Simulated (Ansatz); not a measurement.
Total energies of `C=CC1=C(C=C)CC1`.

```xyz
18

C     2.674   -0.175   -1.554
C     1.466    0.328   -1.288
C     0.616   -0.156   -0.239
C    -0.618    0.184    0.212
C    -1.588    1.169   -0.173
C    -2.768    1.323    0.434
C    -0.621   -0.866    1.295
C     0.794   -1.256    0.778
H     3.080   -0.996   -0.973
H     3.289    0.216   -2.356
H     1.087    1.151   -1.889
H    -1.328    1.816   -1.007
H    -3.056    0.693    1.269
H    -3.476    2.077    0.115
H    -0.648   -0.486    2.320
H    -1.380   -1.647    1.192
H     0.872   -2.267    0.369
H     1.604   -1.106    1.497
```

The species carries charge 0 and has multiplicity 1. The structure was optimised at the PBE0-D4/def2-TZVP level. It is one conformer, not always the lowest. Basis def2-TZVPP, the Gaussian-basis code of Ansatz.

RPA on PBE orbitals: Hartree–Fock energy of these orbitals -308.71869 Eh, correlation -2.10942 Eh (frozen core).

```tsv
functional	kind	energy without D4 (Eh)	D4 term (kJ/mol)
PBE	GGA	-310.48002	-42.2
LC-ωPBE	long-range corrected hybrid	-310.67308	–
```

(1) Give the same for LDA (SPW92), revPBE, BLYP, r2SCAN, B97M-V, PBE0, B3LYP, r2SCANh, r2SCAN0, HSE06 (plane-wave form), BHLYP, CAM-B3LYP, ωB97X-V, ωB97M-V, B2PLYP, PBE-QIDH. (Estimate.)

B3LYP takes the VWN-RPA correlation (the form of Gaussian; ORCA's B3LYP/G). HSE06 is the plane-wave form, built on full-range PBE exchange. The double hybrids freeze the cores in their second-order part.

Answers

(1) Ansatz gave: 
| functional | kind | energy without D4 (Eh) | D4 term (kJ/mol) |
| --- | --- | --- | --- |
| LDA (SPW92) | LDA | -307.99379 | – |
| revPBE | GGA | -310.81290 | -136.4 |
| BLYP | GGA | -310.74996 | -92.4 |
| r2SCAN | meta-GGA | -310.70865 | -11.5 |
| B97M-V | meta-GGA with VV10 | -310.92014 | – |
| PBE0 | global hybrid, 25 % exact exchange | -310.51753 | -35.8 |
| B3LYP | global hybrid, 20 % | -310.91178 | -66.8 |
| r2SCANh | meta-GGA hybrid, 10 % | -310.69504 | -12.0 |
| r2SCAN0 | meta-GGA hybrid, 25 % | -310.67631 | -13.2 |
| HSE06 (plane-wave form) | screened hybrid | -310.49937 | -33.2 |
| BHLYP | global hybrid, 50 % | -310.70097 | -47.3 |
| CAM-B3LYP | range-separated hybrid | -310.71463 | -36.0 |
| ωB97X-V | range-separated hybrid GGA with VV10 | -310.80760 | – |
| ωB97M-V | range-separated hybrid meta-GGA with VV10 | -310.75060 | – |
| B2PLYP | double hybrid | -310.61177 | – |
| PBE-QIDH | double hybrid | -310.46471 | – |

LC-ωPBE has ω = 0.4 bohr⁻¹.
